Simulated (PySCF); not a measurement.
## Assigning NMR signals

Bonds (- single, = double, # triple, : aromatic): C1=C2 1.330 Å, C2-C3 1.440 Å, C3:C4 1.384 Å, C4:C5 1.400 Å, C5-F6 1.343 Å, C5:C7 1.372 Å, C7:N8 1.358 Å, N8:C3 1.366 Å. C1 carries H9, H10; C2 carries H11; C4 carries H12; C7 carries H13; N8 carries H14. H10 is cis to C3; H9 is trans to C3.

PySCF 2.14.0 with density-fitted response routines calculation with structure optimised with GFN2-xTB and NMR shieldings at PBE0/pcSseg-1/GIAO; a single conformation, isolated molecule, relativity neglected.

Shifts are taken against calculated references (same method and geometry level): TMS for ¹³C, ¹H.

Task: Assign these signals to the numbered atoms. ¹³C{¹H} NMR (computed): δ 163.6 (C), 133.7 (CH), 131.6 (C), 115.7 (CH2), 105.1 (CH), 98.6 (CH).

Result: 
| δ (ppm) | atoms | environment | reason |
| --- | --- | --- | --- |
| 163.6 | C5 | aromatic carbon bearing fluorine | the electronegative substituent deshields the carbon that carries it |
| 133.7 | C2 | alkene CH | as expected for a trigonal carbon in a double bond |
| 131.6 | C3 | substituted aromatic carbon next to a ring nitrogen | – |
| 115.7 | C1 | terminal =CH2 carbon | as expected for a trigonal carbon in a double bond |
| 105.1 | C7 | aromatic CH next to a ring nitrogen | – |
| 98.6 | C4 | aromatic CH | – |

Task: Assign these signals to the numbered atoms. ¹H NMR (600 MHz, computed): δ 6.93 (br s, 1H), 6.64 (m, 1H), 6.40 (m, 1H), 6.28 (m, 1H), 5.89 (m, 1H), 5.32 (m, 1H).

Result: 
```tsv
δ (ppm)	atoms	environment	reason
6.93	H14	hydrogen on a pyrrole-type ring nitrogen	exchangeable, gas-phase position
6.64	H12	hydrogen on an aromatic CH	it sits in the deshielding region of the aromatic ring current
6.40	H13	hydrogen on an aromatic CH next to a ring nitrogen	aromatic region
6.28	H11	hydrogen on an alkene CH	a vinylic proton, deshielded by the sp2 carbon and the C=C anisotropy
5.89	H10	hydrogen on a terminal =CH2 carbon	attached to an sp2 carbon and in the plane of the double bond
5.32	H9	hydrogen on a terminal =CH2 carbon	–
```

H13 and H11 lie closer than the usual error of such a calculation, so a measured spectrum could show them in the other order.

OH and NH positions are those of a molecule without intermolecular hydrogen bonds; in solution they move with solvent, concentration and temperature, and exchange usually removes their couplings. Splittings by ¹⁹F in the carbon and heteronuclear signals aren't shown, as no couplings were computed. Shifts are as computed. Against solution values, carbons near 30 ppm lie about +3 ppm off and those near 130 ppm about +5 ppm (rms about the fit 2.1 ppm; single classes can miss by 10 ppm). Of 1328 compounds with measured shifts, 309 miss one by over three times the rms of a fit or turn the order of signals round; such compounds aren't used in these exercises. Signals without a measured value on file couldn't be tested in this way; 1H shifts scatter by 0.2 ppm about their fit, and single ones miss by 0.5 ppm. No couplings were computed; multiplicities are counted from neighbouring protons, with m where these are inequivalent, close in shift, in a saturated or five-membered ring or joined by F or P, and br s for small geminal =CH2 splittings.
